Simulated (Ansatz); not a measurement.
Species: C₃H₆NO (charge 0, doublet). It need not be the lowest isomer of its formula. 
Structure (B3LYP-D3(BJ)/def2-TZVP (Ansatz, a quantum-chemistry and plane-wave program) minimum search):
SMILES: [C](=O)N(C)C
```xyz
11

C     -1.2689    -0.5565    -0.5033
N     -0.1775     0.0404     0.2636
C     -0.4578     0.4402     1.6292
C      1.0338     0.2140    -0.2660
O      1.4520    -0.0476    -1.3571
H     -2.1031     0.1449    -0.5831
H     -0.9050    -0.8000    -1.4977
H     -1.6227    -1.4666    -0.0127
H      0.4435     0.8634     2.0655
H     -0.7742    -0.4204     2.2251
H     -1.2540     1.1893     1.6552
```
Charge 0, spin multiplicity 2.

Basis-set convergence of Hartree-Fock and CCSD(T) correlation energies (hartree) with Ansatz. Correlated levels leave the core frozen unless marked. Open shells are spin-unrestricted. Spin-orbit coupling is left out. No relativistic terms.

```json
[
 {"basis": "cc-pVDZ", "functions": "100", "E(HF)": "-246.38643", "E(corr, CCSD(T))": "-0.81136"},
 {"basis": "cc-pVTZ", "functions": "234", "E(HF)": "(withheld)", "E(corr, CCSD(T))": "(withheld)"}
]
```

Question: What belongs in the gaps?

Answer: 
- cc-pVTZ, E(HF): -246.45702
- cc-pVTZ, E(corr, CCSD(T)): -0.99169
